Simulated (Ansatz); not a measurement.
C2H9InOS. Charge 0, multiplicity 1. In takes the def2 core potential. The bonds changed during the relaxation, so this is another structure than the one it started from. Geometry: relaxed with PBE0-D4/def2-TZVP. It is one conformer, not always the lowest.

```xyz
14

C     1.789    1.040    0.747
In   -0.045   -0.010    0.389
C    -2.117    0.557    0.417
O     0.154   -0.478   -2.002
S     0.203   -2.471    0.457
H     2.143    0.839    1.759
H     2.543    0.693    0.039
H     1.661    2.117    0.628
H    -2.438    0.759    1.441
H    -2.282    1.459   -0.174
H    -2.734   -0.250    0.019
H    -0.638   -0.382   -2.541
H     0.222   -1.425   -1.775
H     1.539   -2.447    0.594
```

Question: What is the dipole moment at r2SCAN/def2-TZVPP? (Best estimate.)

Answer: The calculation gave: 2.56 D, with components (-0.59, 1.74, -1.78) D in this frame, pointing from negative to positive charge.

Question: And with PBE, B3LYP, ωB97M-V? (Estimate.)

Answer: The calculation gave: PBE 2.44 D, B3LYP 2.51 D, ωB97M-V 2.56 D.

Question: Give the Mulliken charges with r2SCAN, B3LYP, ωB97M-V in def2-TZVPP. (An estimate is asked.)

Answer: Ansatz gave: 
```
atom  r2SCAN  B3LYP  ωB97M-V
  C1   -0.47  -0.58    -0.62
 In2    0.75   0.85     0.70
  C3   -0.47  -0.59    -0.62
  O4   -0.37  -0.35    -0.33
  S5   -0.51  -0.51    -0.47
  H6    0.09   0.11     0.13
  H7    0.09   0.11     0.13
  H8    0.08   0.11     0.13
  H9    0.09   0.11     0.13
 H10    0.08   0.10     0.13
 H11    0.08   0.11     0.13
 H12    0.23   0.22     0.21
 H13    0.22   0.20     0.21
 H14    0.12   0.11     0.12
```

B3LYP here is the variant with VWN-RPA as its local correlation; programs differ in this.
